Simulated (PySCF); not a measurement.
Several species in one continuum solvent.

All values: PBE0/pcSseg-1 (PySCF, non-relativistic), each on one gas-phase PBE0-D3(BJ)/def2-SVP geometry that isn't relaxed in the solvent. The solvent is an IEF-PCM continuum (cavity from Bondi-type radii × 1.2). The model holds no explicit solvent molecules, cavitation or dispersion.

Task: Order them by E(solvent) − E(gas) in acetone (ε = 20.49), most negative first (kcal/mol).
A. `[CH3:1][CH2:2][P:3]([CH2:4][CH2:5][PH2:6])[CH:7]([CH3:8])[CH3:9]` with C1–C2–P3–C4 160°, C2–P3–C4–C5 -82°, P3–C4–C5–P6 -176°, C4–C5–P6–H -76° and -170°, C2–P3–C7–C8 61°
B. `[CH2:1]=[CH:2][c:3]1[cH:4][cH:5][c:6]2[cH:7][cH:8][cH:9][cH:10][c:11]2[cH:12]1` with C1–C2–C3–C4 5°
C. `[CH3:1][P:2]([CH2:3][CH2:4][PH2:5])[C:6]([CH3:7])([CH3:8])[CH3:9]` with C1–P2–C3–C4 -62°, P2–C3–C4–P5 -45°, C3–C4–P5–H -158° and -63°

Result: B (-5.2), C (-4.4), A (-4.0).

| SMILES | charge | ΔE (kcal/mol) | polarisation term (kcal/mol) | HOMO shift (eV) | dipole gas (D) | dipole solvent (D) | atoms |
| --- | --- | --- | --- | --- | --- | --- | --- |
| C=Cc1ccc2ccccc2c1 | 0 | -5.2 | -5.9 | -0.06 | 0.20 | 0.23 | 22 |
| CP(CCP)C(C)(C)C | 0 | -4.4 | -5.4 | -0.10 | 2.24 | 3.35 | 27 |
| CCP(CCP)C(C)C | 0 | -4.0 | -4.7 | -0.04 | 1.67 | 2.36 | 27 |

The polarisation term is half the interaction of the solute with the induced surface charges.
